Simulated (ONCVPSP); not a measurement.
## molybdenum (Mo), ONCV: configuration errors across variants

| Item | Value |
| --- | --- |
| Element | molybdenum |
| Generator | ONCVPSP 4.0.1 |
| Type | optimised norm-conserving Vanderbilt (ONCV) |
| Functional | BLYP |
| Relativity | fully relativistic |
| Frozen core | [Ar] 3d10 |
| Valence charge | 14 |
| Reference configuration | 4s2 4p6 4d5 5s0.75 5p0.25 |
| Partial waves | 4s+5s: rc 2.00 bohr, ncon 3, nbas 6, qcut 6.3 1/bohr, 2 projectors; 4p+5p: rc 2.35 bohr, ncon 3, nbas 6, qcut 6.9 1/bohr, 2 projectors; 4d: rc 1.55 bohr, ncon 5, nbas 8, qcut 7.1 1/bohr, 3 projectors, debl 0.9 Ha |
| Local potential | polynomial inside 0.95 bohr (lpopt 3, dvloc0 0 Ha) |
| Core correction | polynomial model core, fcfact 0.3 |

Open shells are filled in proportion to 2j + 1.

All-electron excitation energies from the reference (eV): (1) 4s2 4p6 4d5 5s1 5p0 -0.766; (2) 4s2 4p6 4d5 5s0 5p0 6.170; (3) 4s2 4p6 4d4 5s1 5p1 2.893.

A true bound ghost makes a file unfit for plane-wave use even where its test errors are small: the radial tests pick states by their node count and pass the ghost by.

Errors AE − PS in meV (a dash: test not solved or not reliable):

```tsv
change	(1)	(2)	(3)	bound ghosts	GHOST(+) flags above zero
base	-0.1	-0.9	-1.1	d5/2, d3/2	s, d5/2, d3/2
local potential polynomial inside 0.95 bohr (lpopt 3, dvloc0 -1 Ha)	-0.1	-0.9	-1.1	d5/2, d3/2	s, d5/2, d3/2
local potential polynomial inside 0.95 bohr (lpopt 3, dvloc0 1 Ha)	-0.1	-0.9	-1.1	d5/2, d3/2	s, d5/2, d3/2
local potential polynomial inside 0.95 bohr (lpopt 3, dvloc0 2 Ha)	-0.1	-0.9	-1.1	d5/2, d3/2	s, d5/2, d3/2
local potential polynomial inside 0.95 bohr (lpopt 3, dvloc0 3.5 Ha)	-0.1	-0.9	-1.1	d5/2, d3/2	d5/2, d3/2
local potential polynomial inside 0.95 bohr (lpopt 3, dvloc0 5 Ha)	-0.1	-0.9	-1.1	d5/2, d3/2	d5/2
local potential polynomial inside 0.95 bohr (lpopt 3, dvloc0 6.5 Ha)	-0.1	-0.9	-1.1	d5/2, d3/2	d5/2, d3/2
local potential polynomial inside 0.95 bohr (lpopt 3, dvloc0 8 Ha)	-0.1	-0.9	-1.1	d5/2, d3/2	d5/2, d3/2
local potential polynomial inside 0.95 bohr (lpopt 3, dvloc0 9 Ha)	-0.1	-0.9	-1.1	d5/2, d3/2	d5/2, d3/2
```

(1) Give the same row for: local potential polynomial inside 0.95 bohr (lpopt 3, dvloc0 -2.5 Ha).

Answers

(1) -0.1, -0.9, -1.0; bound ghosts: d5/2, d3/2; GHOST(+) flags above zero: s, d5/2, d3/2.
